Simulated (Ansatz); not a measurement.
Isolated molecules relaxed with PBE0-D4/def2-TZVP in Ansatz; ΔE leaves out vibrations. CCSD(T)/CBS adds triple-zeta CCSD(T) − MP2 to the extrapolated MP2 energy (def2 sets, frozen cores). Functionals use def2-TZVPP. HSE06 is defined as in plane-wave codes. def2 core potentials past Kr. For In outer-core shells are correlated without core-valence functions, which leaves a few kJ/mol of doubt a bond. One conformer a species, not always the lowest.

Consider the formal exchange of groups at a C–In bond: `[NH2][In]([OH])[C](=O)O` + `C=CC` → `C=C(C)C(=O)O` + `[NH2][InH][OH]`.

```
         level  ΔE (kJ/mol)  difference from CCSD(T)/CBS
        PBE-D4        -12.4                          4.0
     revPBE-D4        -14.0                          2.4
    r2SCAN0-D4        -26.7                        -10.3
      PBE-QIDH        -23.3                         -6.9
          BLYP          0.1                         16.5
         HSE06        -18.5                         -2.1
   HF/def2-SVP        -38.3                        -21.9
  MP2/def2-SVP        -29.6                        -13.2
MP2/def2-QZVPP        -17.4                         -1.0
 MP2/CBS(def2)        -17.2                         -0.8
   CCSD(T)/CBS        -16.4                            0
```

Largest T1 diagnostic among the species: 0.017.

From r2SCAN to r2SCAN0 (25 % exact exchange), in def2-TZVPP and without D4, ΔE moves by −5.4 kJ/mol. The D4 term adds −4.5 kJ/mol with B3LYP and −2.3 kJ/mol with PBE0; it sums over pairs of atoms, weighted by their polarisabilities, and B3LYP, whose exchange is more repulsive, gets the larger term.

B3LYP here is the variant with VWN-RPA as its local correlation; programs differ in this.
